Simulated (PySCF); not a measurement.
## Structure and vertical S1–T1 gap

Method: PySCF 2.14.0, TDA B3LYP/def2-SVP excited states, vertical, gas phase. Geometry: GFN2-xTB.

Each molecule in one low-energy conformer. The parent is C1=CC=CC(=C2C=CC=C2)C=C1.

Scalar relativity is left out, which matters for the atoms heavier than Zn.

How does the vertical S1–T1 gap change along this series?
- C1=CC=CC(=C2C=CC=C2)C=C1 (base)
- BrC1=CC=CC1=C1C=CC=CC=C1 (H replaced by Br)
- C[Se]C1=CC=CC=CC1=C1C=CC=C1 (H replaced by SeCH3)
- CN(C)C1=CC(=C2C=CC=C2)C=CC=C1 (H replaced by N(CH3)2)


| molecule | S1 (eV) | S1 from | f(S1) | T1 (eV) | T1 from | S1 − T1 (eV) | S0–T1 spin-orbit coupling (cm⁻¹) | S1–T1 spin-orbit coupling (cm⁻¹) |
| --- | --- | --- | --- | --- | --- | --- | --- | --- |
| C1=CC=CC(=C2C=CC=C2)C=C1 | 2.57 | HOMO→LUMO | 0.006 | 1.85 | HOMO→LUMO | 0.72 | 0.65 | 0.01 |
| BrC1=CC=CC1=C1C=CC=CC=C1 | 2.52 | HOMO→LUMO | 0.013 | 1.79 | HOMO→LUMO | 0.73 | 9.79 | 2.99 |
| C[Se]C1=CC=CC=CC1=C1C=CC=C1 | 2.76 | HOMO→LUMO | 0.085 | 1.96 | HOMO→LUMO | 0.80 | 118.49 | 59.22 |
| CN(C)C1=CC(=C2C=CC=C2)C=CC=C1 | 2.37 | HOMO→LUMO | 0.002 | 1.71 | HOMO→LUMO | 0.66 | 0.72 | 0.14 |

The vertical S1–T1 gap is lowest for CN(C)C1=CC(=C2C=CC=C2)C=CC=C1 and highest for C[Se]C1=CC=CC=CC1=C1C=CC=C1.
